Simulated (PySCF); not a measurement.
C₆H₆NS₂ (charge -1).
Numbering: `[CH3:1]/[N:2]=[CH:3]\[c:4]1[cH:5][cH:6][c:7]([S-:8])[s:9]1` (hydrogens: H10, H11, H12 on C1; H13 on C3; H14 on C5; H15 on C6)

Computed geometry: GFN2-xTB, gas phase.

Problem. What internal coordinates does the optimisation give?

Solution. 
| bond | length (pm) |
| --- | --- |
| C1–N2 | 143.5 |
| N2=C3 | 128.5 |
| C3–C4 | 141.6 |
| C4–C5 | 138.7 |
| C5–C6 | 138.4 |
| C6–C7 | 139.1 |
| C7–S8 | 166.8 |
| C7–S9 | 176.6 |
| C4–S9 | 177.0 |
| C1–H10, C1–H11, C1–H12 | 109.6 |
| C3–H13 | 108.9 |
| C5–H14 | 107.7 |
| C6–H15 | 107.8 |

Bonds in one row agree within 1 pm and their mean is given. A selection of angles:
| angle | degrees |
| --- | --- |
| C1–N2–C3 | 121.4 |
| N2–C3–C4 | 133.0 |
| C3–C4–C5 | 133.9 |
| C3–C4–S9 | 117.1 |
| C5–C4–S9 | 109.0 |
| C4–C5–C6 | 114.8 |
| C5–C6–C7 | 115.0 |
| C6–C7–S8 | 127.6 |
| C6–C7–S9 | 108.8 |
| S8–C7–S9 | 123.5 |
| C4–S9–C7 | 92.4 |

Torsions: C1–N2–C3–C4 0° (synperiplanar); N2–C3–C4–C5 0° (synperiplanar).

C6 (aromatic CH carbon) is planar (angles 124.2°, 120.8° and 115.0°, sum 360.0°, 0.00 Å off the plane of its three neighbours). Of the pairs four or more bonds apart, C1···H14 is among the closest relative to their van der Waals radii: 2.65 Å, 91 % of the sum of Bondi's values. The C–N distances run from 1.285 Å (N2=C3, drawn double) to 1.435 Å (C1–N2, drawn single), a spread of 0.150 Å. The 5-membered ring C4–C5–C6–C7–S9 has internal angles of 92.4° to 115.0°; it is planar, 0.00 Å rms from its mean plane, widest ring torsion 0°. C3 (imine carbon) is planar (angles 133.0°, 113.8° and 113.2°, sum 360.0°, 0.00 Å off the plane of its three neighbours). C5 (aromatic CH carbon) is planar (angles 123.3°, 121.9° and 114.8°, sum 360.0°, 0.00 Å off the plane of its three neighbours). The 3 C–S bonds span 1.668 Å (C7–S8, drawn single) to 1.770 Å (C4–S9, aromatic), a spread of 0.102 Å.

Point group: Cs (every atom within 0.08 Å of its image). No frequency check.

One conformer stands for the species.
